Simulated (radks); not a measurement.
Values are calculated unless marked as measured or tabulated.
Problem. Level of theory: scalar-relativistic Kohn-Sham, LB94 model potential, spin-polarised, spherical densities, finite nucleus; open shells are filled with parallel spins first; Fermi nuclear charge, rms radius of each element as measured or else 0.836 A^(1/3) + 0.57 fm (a radial shooting solver on a logarithmic mesh with Libxc functionals). Response by self-consistent Sternheimer equations with the Hartree and adiabatic LDA kernel, the relativistic mass of each level held fixed and spin-orbit coupling left out. For heavy and open-shell atoms this level of theory can miss by tens of per cent. Estimate the static dipole polarisabilities of Fe6+ ([Ar] 3d2) and Fe5+ ([Ar] 3d3) and the C6 coefficients of the three pairs.

Solution. alpha = 0.6831 and 0.8684 bohr^3; C6 = 1.067 (Fe6+-Fe6+), 1.299 (Fe6+-Fe5+), 1.582 (Fe5+-Fe5+) hartree bohr^6.
